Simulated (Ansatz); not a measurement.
C$_{3}$H$_{7}$NOSi, SMILES `C#COC(N)[SiH3]`. The species carries charge 0 and has multiplicity 1. All single points use the PBE0-D4/def2-TZVP geometry. It is one conformer, not always the lowest.

```xyz
13

C     1.557   -2.004   -1.496
C     1.277   -0.894   -1.131
O     0.968    0.295   -0.747
C    -0.440    0.444   -0.234
N    -0.863    1.772   -0.342
Si   -0.497   -0.148    1.577
H     1.834   -2.977   -1.821
H    -1.044   -0.196   -0.885
H    -0.895    2.122   -1.289
H    -0.363    2.413    0.257
H     0.071    0.949    2.406
H    -1.909   -0.391    1.963
H     0.303   -1.384    1.740
```

(1) What is the dipole moment at ωB97M-V/def2-TZVPP? (An estimate is asked.)

(2) And with PBE, r2SCAN, B3LYP? (Best estimate.)

(3) Give the Mulliken charges with ωB97M-V, PBE, B3LYP in def2-TZVPP. (Estimate.)

Answers

(1) Computed: 1.67 D, with components (-1.22, 1.11, 0.23) D in this frame, pointing from negative to positive charge.

(2) Computed: PBE 1.83 D, r2SCAN 1.83 D, B3LYP 1.71 D.

(3) Computed: 
| atom | ωB97M-V | PBE | B3LYP |
| --- | --- | --- | --- |
| C1 | -0.26 | -0.23 | -0.23 |
| C2 | 0.03 | -0.04 | -0.04 |
| O3 | -0.26 | -0.19 | -0.27 |
| C4 | 0.00 | 0.06 | 0.08 |
| N5 | -0.27 | -0.30 | -0.31 |
| Si6 | 0.18 | 0.20 | 0.27 |
| H7 | 0.25 | 0.22 | 0.26 |
| H8 | 0.14 | 0.10 | 0.11 |
| H9 | 0.12 | 0.15 | 0.14 |
| H10 | 0.13 | 0.16 | 0.15 |
| H11 | -0.03 | -0.05 | -0.07 |
| H12 | -0.02 | -0.05 | -0.06 |
| H13 | 0.00 | -0.03 | -0.04 |

B3LYP here is the variant with VWN-RPA as its local correlation; programs differ in this.
